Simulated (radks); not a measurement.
Numerical settings for the caesium ion Cs9+, [Kr] 4d10. Calculated with a radial shooting solver on a logarithmic mesh with Libxc functionals: Dirac Kohn-Sham, PBEsol, spin-unpolarised, spherical densities, point nucleus. The defaults (mesh step 0.008 in ln r, mesh end at 40 bohr or more with all orbitals vanishing there, Anderson mixing 0.5 over 9 steps, residual threshold near 1e-9 with the energy settled to 1e-9 hartree or 1e-11 of itself, here a cap of 92 iterations) give E = -7766.8512 hartree and 4d5/2 at -196.66 eV in 14 iterations. Run on one thread of a shared host, so times are rough (Arm Neoverse N1): 0.16 s of CPU time, 0.16 s wall, 14 iterations on 2476 mesh points. Changes against that run (0 stands for a change within the tolerance of the run):

| setting | iterations | converged | E (mhartree) | e(4d5/2) (meV) | CPU (s) |
|---|---|---|---|---|---|
| mesh step in ln r 0.012 | 14 | yes | 0 | 0 | 0.11 |
| mesh step in ln r 0.03 | 14 | yes | +0.00375 | 0 | 0.06 |
| mesh step in ln r 0.02 | 14 | yes | +0.000344 | 0 | 0.08 |
| mesh end (bohr) 400 | 14 | yes | 0 | 0 | 0.16 |
| mesh end (bohr) 2 | 14 | yes | +316 | +2.95e+03 | 0.14 |
| residual threshold 0.01 | 9 | yes | 0 | +0.534 | 0.12 |
| residual threshold 1e-05 | 9 | yes | 0 | +0.534 | 0.12 |
| mixing 0.05 | 18 | yes | 0 | 0 | 0.19 |
| linear mixing, mixing 1 | 57 | yes | 0 | 0 | 0.5 |
| linear mixing, mixing 0.2 | 88 | yes | 0 | 0 | 0.69 |
| mixing history 20 | 21 | yes | 0 | 0 | 0.21 |
| iteration cap 5 | 5 | no | +0.562 | -602 | 0.07 |

Settings that end as converged yet miss the energy by more than 1 mhartree: mesh end (bohr) 2 (+0.316 hartree). A mesh that ends early acts as a hard wall.
